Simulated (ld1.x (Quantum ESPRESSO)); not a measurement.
**Sb, TM semilocal: configuration errors across variants**

ld1.x (Quantum ESPRESSO) 7.5 input, shortened:

```
&input
   title='Sb', zed=51., rel=1, dft='PBE', iswitch=3,
   config='[Kr] 4d10 5s1.5 5p3.5 5d-2'
 /
 &inputp
   pseudotype=1, tm=.true., lloc=2,
   nlcc=.true., new_core_ps=.true.
 /
3
5S  1  0   1.50   0.00  1.70  1.70  0.0
5P  2  1   3.50   0.00  2.25  2.25  0.0
5D  3  2  -2.00   0.40  2.20  2.20  0.0
 &test
   configts(1)='5s1.5 5p3.5'
 /
```

All-electron excitation energies from the reference (eV): (1) 5s2 5p3 -4.029; (2) 5s2 5p2 4.288; (3) 5s2 5p1 20.256; (4) 5s2 5p0 44.669; (5) 5s1 5p0 88.963; (6) 5s2 5p2.5 -0.767; (7) 5s0 5p5 12.402.

In the semilocal form every listed channel keeps its own potential, so the choice of the local channel does not act on these tests. It acts once the file is put into the separable form.

A semilocal file is local in each channel, so a ghost entry of none says nothing of the separable form that plane-wave codes build from it.

The default core radius of the base comes out at 1.64 bohr.

Tests that are not counted but printed errors over 1 eV. “form changed from semilocal to separable (Kleinman–Bylander), still TM; local potential all-electron potential smoothed inside 1.80 bohr (lloc = -1)”: 5s2 5p0 (solver errors, printed error -22.9 eV); 5s1 5p0 (solver errors, printed error +9.8 eV).

2 further variants failed, have other tests or too few solved ones, and are left out.

A true bound ghost makes a file unfit for plane-wave use even where its test errors are small: the radial tests pick states by their node count and pass the ghost by. Where a test does run into it, the solver fails or the error is huge.

Errors AE − PS in meV (a dash: test not solved or not reliable):

```csv
change,(1),(2),(3),(4),(5),(6),(7),bound ghosts
base,-2.8,-4.7,-25,-108,-400,-2.9,-32,none
core correction Bessel-smoothed model core inside 1.98 bohr,-2.7,-4.4,-24,-102,-370,-2.7,-30,none
"form changed from semilocal to separable (Kleinman–Bylander), still TM; local potential all-electron potential smoothed inside 1.80 bohr (lloc = -1)",-5.7,-4.6,-41,–,–,-3.4,-27,s
local potential the p channel,-2.8,-4.7,-25,-107,-400,-2.9,-32,none
wave 5d channel at 0.4 Ry: rc 2.20 bohr becomes 5d channel at 0.35 Ry: rc 2.20 bohr,-2.8,-4.7,-25,-108,-400,-2.9,-32,none
```

(1) Give the same row for: all radii but the core radius scaled by about 1.41 (s 2.40, p 3.18, d 3.12 bohr).

Answers

(1) -0.5, -3.3, -36, -192, -619, -1.2, -8.6; bound ghosts: none.
